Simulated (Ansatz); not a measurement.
Geometry optimisation, UKS PBE-D4/def2-SVP in Ansatz.

Input file:

```yaml
crystal:
  periodic: [false, false, false]
  atoms:
    - { symbol: Zn, position_ang: [-0.001373, -0.002139, -0.109158] }
    - { symbol: Cl, position_ang: [0.010476, 0.016314, 2.092866] }
    - { symbol: Cl, position_ang: [-0.006052, -0.009426, -2.210836] }
    - { symbol: O, position_ang: [0.003059, 0.004765, 4.88361] }
    - { symbol: H, position_ang: [-0.520509, -0.810614, 4.690617] }
magnetization:
  spin_polarized: true
  initial_magnetization: 1
basis:
  gaussian: { orbitals: def2-SVP }
hamiltonian:
  xc: pbe
  dispersion: d4
relax:
  f_tol: 0.03
  max_steps: 50
```

Command:

```bash
$ ansatz run input.yaml --threads 2 --pin off --max-ram 3072MiB --backend cpu --events-out ev --progress --plain --runs-dir out
```

Problem. Where does it end, and by what steps?

Solution. It converged. The force dipped under the threshold on the way, but the program's further checks kept it going. After 38 steps the energy has fallen by 1.374 eV; O4 moved furthest, 2.08 Å. Joined: Zn1–O4 (4.99 → 1.94 Å).

```tsv
step	energy less start (eV)	largest force component (eV/Å)	accepted
0	0.0000	1.162	yes
2	-0.0568	0.335	yes
4	-0.0620	0.046	yes
6	-0.0743	0.034	yes
8	-0.0912	0.381	yes
10	-0.1008	0.162	yes
12	-0.1050	0.017	yes
14	-0.1054	0.017	yes
16	-0.1063	0.102	yes
18	-0.1108	0.129	yes
20	-0.1142	0.101	yes
22	-0.1261	0.087	yes
24	-0.1611	0.211	yes
26	-0.1501	1.928	no
28	-0.2465	0.340	yes
30	-0.4149	0.671	yes
32	-0.9704	0.673	yes
34	-1.2248	2.122	yes
36	-1.3613	0.309	yes
38	-1.3744	0.018	yes
```

```xyz
5
Properties=species:S:1:pos:R:3
Zn -0.180 -0.096 1.178
Cl 1.265 1.090 2.464
Cl -0.637 -0.587 -0.831
O -0.801 -0.349 2.996
H -0.161 -0.859 3.540
```

Whether the end is a true minimum wasn't checked by a vibrational analysis.

The run took 91 s on 2 threads of Intel(R) Xeon(R) 6975P-C (Granite Rapids), on a shared host, peak memory 0.21 GiB.
